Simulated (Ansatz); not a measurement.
One change: `Cl[Si](Cl)(Cl)I` becomes `CC(C)[Si](Cl)(Cl)Cl`.

Ansatz, PBE0-D4/def2-TZVP geometries, multiplicity 1. Each molecule was computed in one conformer, which needn't be the lowest.

Elements past krypton have def2 core potentials.

```csv
property,`Cl[Si](Cl)(Cl)I`
HOMO energy (ωB97M-V/def2-TZVPP) / eV,-10.37
size of the dipole moment (PBE/def2-TZVPP) / D,0.43
HOMO energy (PBE0/def2-TZVPP) / eV,-8.25
HOMO energy (PBE/def2-TZVPP) / eV,-7.06
size of the dipole moment (B3LYP/def2-TZVPP) / D,0.45
LUMO energy (B3LYP/def2-TZVPP) / eV,-1.69
```

Q: What does the change do to each property? (An estimate is asked.)

A: Computed: 
```
                                        property  `CC(C)[Si](Cl)(Cl)Cl`  shift
           HOMO energy (ωB97M-V/def2-TZVPP) / eV                 -10.82  -0.45
  size of the dipole moment (PBE/def2-TZVPP) / D                   2.12   1.69
              HOMO energy (PBE0/def2-TZVPP) / eV                  -8.65  -0.40
               HOMO energy (PBE/def2-TZVPP) / eV                  -7.37  -0.31
size of the dipole moment (B3LYP/def2-TZVPP) / D                   2.16   1.71
             LUMO energy (B3LYP/def2-TZVPP) / eV                   0.05   1.74
```

With PBE0 the HOMO falls by 0.40 eV and the LUMO rises by 1.77 eV, so the gap widens by about 2.17 eV. PBE moves the HOMO by -0.31 eV and ωB97M-V by -0.45 eV. The zero-point energy changes by 244.7 kJ/mol with +27 modes. Dipoles are sizes alone; their direction can turn.

B3LYP here is the variant with VWN-RPA as its local correlation; programs differ in this.

Spin–orbit coupling is left out; it splits and shifts lone-pair levels of the heavy atoms by tenths of an eV.
